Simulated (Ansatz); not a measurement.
C₇H₁₇AlO₃, SMILES `C[O][Al]([O]C(C)C)[O]C(C)C`, charge 0, multiplicity 1.

**Question.** Give a relaxed structure at PBE0-D4/def2-TZVP (the Gaussian-basis code of Ansatz). (Best estimate.)

**Answer.** The calculation gave: 
```xyz
28

C    -2.4194   -2.6518    0.3585
O    -1.4454   -1.7832    0.8636
Al   -0.7099   -0.4045    0.2416
O    -1.1560    0.1312   -1.2856
C    -0.7572    1.1651   -2.1555
C    -1.4831    0.9880   -3.4734
C     0.7497    1.1742   -2.3315
O     0.4327    0.4292    1.1489
C     1.0459    0.2395    2.4042
C     2.0601    1.3455    2.6118
C     1.6769   -1.1373    2.4930
H    -2.7541   -2.3683   -0.6461
H    -3.2932   -2.6613    1.0188
H    -2.0239   -3.6721    0.3106
H    -1.0598    2.1279   -1.7184
H    -1.1944    0.0406   -3.9364
H    -1.2419    1.7996   -4.1641
H    -2.5630    0.9759   -3.3149
H     1.0613    1.9868   -2.9926
H     1.0815    0.2293   -2.7722
H     1.2496    1.3063   -1.3687
H     0.2785    0.3191    3.1878
H     2.8436    1.2841    1.8516
H     1.5805    2.3226    2.5303
H     2.5261    1.2679    3.5971
H     2.1430   -1.2919    3.4693
H     2.4482   -1.2464    1.7247
H     0.9239   -1.9160    2.3477
```
This is one stationary point; other conformers may exist.
